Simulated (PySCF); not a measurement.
F₅V, multiplicity 1.

```xyz
6

V      0.0000     0.0000     0.0000
F      0.0000     0.0000     1.7317
F      0.0000     0.0000    -1.7317
F     -1.6966     0.0000     0.0000
F      0.8483     1.4693     0.0000
F      0.8483    -1.4693     0.0000
```
Charge 0, spin multiplicity 1.

The structure is a stationary point at B3LYP-D3(BJ)/def2-SVP. The spin state was assumed, not searched. The isomer is the one that the SMILES or the coordinates give; other isomers of the formula were not compared.

Level of theory: KT2/pcSseg-1 in PySCF. Non-relativistic, no solvent.

Computed absolute GIAO shielding of each atom: isotropic value and principal components (ppm):
| atom | σ(iso) | σ11 | σ22 | σ33 | span |
|---|---|---|---|---|---|
| V1 | -1228.2 | -1230.0 | -1230.0 | -1224.5 | 5.4 |
| F2 | -321.8 | -526.3 | -526.3 | 87.1 | 613.4 |
| F3 | -321.8 | -526.3 | -526.3 | 87.1 | 613.4 |
| F4 | -340.2 | -555.3 | -544.0 | 78.6 | 633.9 |
| F5 | -340.2 | -555.3 | -544.0 | 78.6 | 633.9 |
| F6 | -340.2 | -555.3 | -544.0 | 78.6 | 633.9 |
